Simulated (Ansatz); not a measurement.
```yaml
crystal:
  periodic: [false, false, false]
  atoms:
    - {symbol: N, position_ang: [-1.180001, -0.629604, -0.704335]}
    - {symbol: Ge, position_ang: [0.091826, 0.357854, 0.227285]}
    - {symbol: O, position_ang: [1.488064, -0.708494, 0.454167]}
    - {symbol: H, position_ang: [-2.073683, -0.127326, -0.724697]}
    - {symbol: H, position_ang: [0.468549, 1.575305, -0.644215]}
    - {symbol: H, position_ang: [-0.348330, 0.758218, 1.642881]}
    - {symbol: H, position_ang: [1.614777, -1.293953, -0.296687]}
basis:
  gaussian: {orbitals: ANO-RCC-VTZP}
magnetization: {spin_polarized: true, initial_magnetization: 2}
hamiltonian: {xc: {name: HF}}
correlation: {method: rpa}
```

```sh
$ ansatz run in.yaml --threads 4 --pin off --events-out ev --progress --plain --max-ram 10444MiB
```

It prints (some lines left out):

```
Error: a molecule whose nuclei and cores have a total charge of 51 cannot have a net charge of 0 together with 2 unpaired electrons
```

Task: What is wrong with this run?

Result: The number of unpaired electrons doesn't fit the electron count. The program refused the input.
